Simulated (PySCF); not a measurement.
TiF4, SMILES [F][Ti]([F])([F])[F], multiplicity 1.

Geometry: B3LYP-D3(BJ)/def2-SVP. The multiplicity is an assumed one; other spin states were not compared. The isomer is the one that the SMILES or the coordinates give; other isomers of the formula were not compared.

All values below come from PBE/def2-TZVP (PySCF).

Symmetry labels are those of the subgroup D2 that the program uses (full group Td).

Computed valence orbital energies around the gap with their symmetry:
| orbital | symmetry | energy (eV) |
|---|---|---|
| HOMO−7 | A | -11.72 |
| HOMO−6 | A | -11.44 |
| HOMO−5 | B1 | -10.86 |
| HOMO−4 | B2 | -10.86 |
| HOMO−3 | B3 | -10.86 |
| HOMO−2 | B1 | -10.44 |
| HOMO−1 | B2 | -10.44 |
| HOMO | B3 | -10.44 |
| LUMO | A | -3.98 |
| LUMO+1 | A | -3.98 |
| LUMO+2 | B1 | -2.66 |
| LUMO+3 | B2 | -2.66 |
